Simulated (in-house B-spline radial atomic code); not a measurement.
N is squeezed into an impenetrable sphere of radius R (the orbitals vanish at R). No spin polarisation. Level of theory: non-relativistic LDA VWN5, spherical fractional occupations, point nucleus; calculated with a B-spline radial code for spherical atoms.

Energies in eV above the free atom in [He] 2s2 2p3:

| R (bohr) | highest level (eV) | [He] 2s2 2p3 | [He] 2s1 2p4 | -dE/dV in [He] 2s2 2p3 (GPa) |
| --- | --- | --- | --- | --- |
| 9.68 | -7.24 | 0.0002996 | 11.18 | 0.000407 |
| 6.88 | -7.18 | 0.01891 | 11.2 | 0.0512 |
| 4.72 | -6.39 | 0.505 | 11.77 | 3.08 |
| 4.41 | -6 | 0.8279 | 12.15 | 5.9 |
| 3.72 | -4.33 | 2.589 | 14.15 | 27.3 |
| 2.99 | 0.19 | 9.344 | 21.49 | 164 |
| 2.62 | 4.97 | 18.61 | 31.21 | 444 |
| 2.08 | 19.2 | 54.17 | 67.13 | 2220 |
| 1.78 | 34.9 | 102.6 | 114.6 | 6140 |
| 1.25 | 106 | 365.5 | 361.5 | 53400 |

Q: Does [He] 2s1 2p4 fall below [He] 2s2 2p3 under compression?

A: Yes, between R = 1.78 and 1.25 bohr the order changes (near 1.38 bohr by linear interpolation).

The highest level is first positive in the row R = 2.99 bohr, pushed up by confinement above the zero of the free ion's potential. Each configuration is held fixed and needn't be the lowest in the sphere.
